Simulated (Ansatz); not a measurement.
Wavefunction ladder for C$_{2}$H$_{5}$NSi (`[SiH3]C1C=N1`)

Cartesian coordinates in Å:
```
Si 0.068 -0.081 1.278
C 0.407 -0.218 -0.554
C -0.412 0.420 -1.571
N -0.719 -0.779 -1.478
H 1.044 0.853 1.904
H -1.310 0.437 1.477
H 0.202 -1.406 1.941
H 1.409 -0.526 -0.856
H -0.689 1.299 -2.140
```

Total charge 0; spin multiplicity 1. All single points use the PBE0-D4/def2-TZVP geometry. Frozen core, restricted reference, Ansatz. CBS rows extrapolate triple and quadruple zeta; past MP2 they add the triple-zeta difference.

```
     basis     HF (Eh)  MP2 corr.  CCSD corr.       (T)  CCSD(T) total
  def2-SVP           ?   -0.52967    -0.56928  -0.02157              ?
def2-TZVPP           ?          ?    -0.67686  -0.03201              ?
def2-QZVPP           ?   -0.68737           –         –              –
 CBS(def2)  -422.01243   -0.71899    -0.75116     as TZ     -422.79560
```

Fill in the withheld values. (Best estimate.)

The calculation gave: def2-SVP HF (Eh): -421.73940; def2-SVP CCSD(T) total: -422.33025; def2-TZVPP HF (Eh): -421.99536; def2-TZVPP MP2 corr.: -0.64469; def2-TZVPP CCSD(T) total: -422.70423; def2-QZVPP HF (Eh): -422.01036.
